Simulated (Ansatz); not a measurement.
This geometry of CH3NO2Si (8 atoms, charge 0, multiplicity 1) is a first-order saddle point.

Theory: RKS PBE-D4/def2-SVP (Ansatz 0.2.0).

```xyz
8
Properties=species:S:1:pos:R:3
N -0.776 0.526 1.272
Si 0.530 -0.088 0.308
O 0.583 0.574 -1.350
C 0.390 -0.780 -1.418
O 0.248 -1.521 -2.348
H -1.275 1.330 0.871
H -1.463 -0.150 1.620
H 1.855 0.051 0.989
```

Q: Which two structures does it join? (They come from a converged band through this point; their orientation in space is the band's.)

A: No bond is made or broken. The dihedral H7–N1–Si2–O3 goes from -115 to 54°. The two ends are copies of one structure, up to a mirror image or an exchange of like atoms.

Initial state:

```xyz
8
Properties=species:S:1:pos:R:3
N -0.896 0.347 1.148
Si 0.425 -0.236 0.237
O 0.984 0.672 -1.198
C 0.418 -0.516 -1.596
O 0.241 -0.983 -2.685
H -1.807 0.564 0.740
H -0.807 0.662 2.116
H 1.534 -0.567 1.182
```

Final state:

```xyz
8
Properties=species:S:1:pos:R:3
N -0.896 0.346 1.149
Si 0.424 -0.236 0.237
O 0.983 0.673 -1.199
C 0.418 -0.517 -1.596
O 0.241 -0.984 -2.685
H -0.805 0.664 2.115
H -1.807 0.562 0.741
H 1.535 -0.565 1.181
```

Q: How far does it lie above each of them?

A: 6.3 kcal/mol above the first and 6.3 kcal/mol above the second. This is the barrier of this one path; another mechanism may lie lower.

The run took 4.9 min on 1 CPU thread of a shared host.
